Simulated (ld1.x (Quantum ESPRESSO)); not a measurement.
# Reading a pseudo-wave (Cr)

Columns: radius, all-electron u(r) and pseudo u(r) of the 3d shell (level -2.85 eV) of chromium in the configuration [Ar] 3d5 4s1 4p0; BLYP, scalar-relativistic, PAW scheme, ld1.x (Quantum ESPRESSO) 7.5.

| r (bohr) | all-electron | pseudo |
| --- | --- | --- |
| 0.178 | 0.1548 | 0.0210 |
| 0.355 | 0.4644 | 0.1422 |
| 0.533 | 0.6843 | 0.3694 |
| 0.710 | 0.7833 | 0.6050 |
| 0.888 | 0.7975 | 0.7452 |
| 1.065 | 0.7663 | 0.7628 |
| 1.243 | 0.7151 | 0.7153 |
| 1.420 | 0.6581 | 0.6581 |
| 1.598 | 0.6011 | 0.6011 |
| 1.775 | 0.5475 | 0.5475 |
| 1.953 | 0.4979 | 0.4979 |
| 2.130 | 0.4531 | 0.4531 |
| 2.308 | 0.4122 | 0.4122 |
| 2.485 | 0.3755 | 0.3755 |
| 2.662 | 0.3424 | 0.3424 |
| 2.840 | 0.3123 | 0.3123 |
| 3.018 | 0.2851 | 0.2851 |
| 3.195 | 0.2606 | 0.2606 |
| 3.373 | 0.2383 | 0.2383 |
| 3.550 | 0.2181 | 0.2181 |
| 3.728 | 0.1996 | 0.1996 |
| 3.905 | 0.1829 | 0.1829 |
| 4.083 | 0.1675 | 0.1675 |
| 4.260 | 0.1536 | 0.1536 |
| 4.438 | 0.1409 | 0.1409 |
| 4.615 | 0.1292 | 0.1292 |

Q: How many radial nodes do the two functions have?

A: The all-electron 3d function has n − l − 1 = 0; the pseudo-wave has 0.

Q: At about which radius was the pseudo-wave matched?

A: 1.30 bohr, where the columns begin to agree (steps of 0.18 bohr).

Q: Is the pseudo-wave norm-conserving?

A: No, it belongs to a PAW set: the norm inside the radius is not constrained, and the difference is carried by the augmentation charge.
